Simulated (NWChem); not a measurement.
Molecule: vinylidene fluoride (C₂H₂F₂); SMILES C(=C)(F)F

All runs: NWChem. Structure relaxed at the B3LYP/6-31G* (spherical d) level. Level: B3LYP/def2-SVP with SMD (1 M gas to 1 M solution), gas-phase geometry.

```
solvent             dielectric constant  solvation free energy (kcal/mol)  cavity-dispersion-structure term (kcal/mol)  dipole in solution (D)
------------------  -------------------  --------------------------------  -------------------------------------------  ----------------------
water                              78.4                               2.3                                          4.2                    1.44
dimethyl sulfoxide                 46.8                               0.7                                          2.7                    1.44
n-hexane                           1.88                              -0.3                                          0.6                    1.26
cyclohexanone                      15.6                               0.1                                          1.9                    1.42
ethyl acetate                      5.99                              -0.3                                          1.3                    1.38
```
